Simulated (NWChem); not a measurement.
Ionisation of HSb

SMILES: [SbH]
```xyz
2

Sb     0.0000     0.0000     0.0332
H      0.0000     0.0000    -1.6917
```
Charge 0, spin multiplicity 3.

The numbers come from NWChem runs, not from measurements. Structure: optimised with UPBE0/def2-SVP with def2 effective core potentials on Sb, a minimum by its harmonic frequencies.

Basis set: def2-TZVPD. −ε marks an orbital energy of the parent.

Effective core potentials replace the inner electrons of Sb; spin-orbit coupling is left out. B3LYP has NWChem's definition, with VWN1-RPA local correlation. This spin state was chosen for the runs; another may lie lower. The structure started from a generated list of species. The unpaired electrons of the parent sit in orbitals of symmetry b1 and b2 (C2v labels of the run); other states weren't searched. The stability of the SCF solutions was not checked.

Order these methods by the first vertical ionisation energy they give, lowest first: −ε(alpha HOMO) of B3LYP, −ε(alpha HOMO) of BHandHLYP, −ε(alpha HOMO) of PBE, −ε(alpha HOMO) of r2SCAN.

−ε(alpha HOMO) of PBE (5.40 eV), −ε(alpha HOMO) of r2SCAN (5.78 eV), −ε(alpha HOMO) of B3LYP (6.11 eV), −ε(alpha HOMO) of BHandHLYP (7.22 eV)
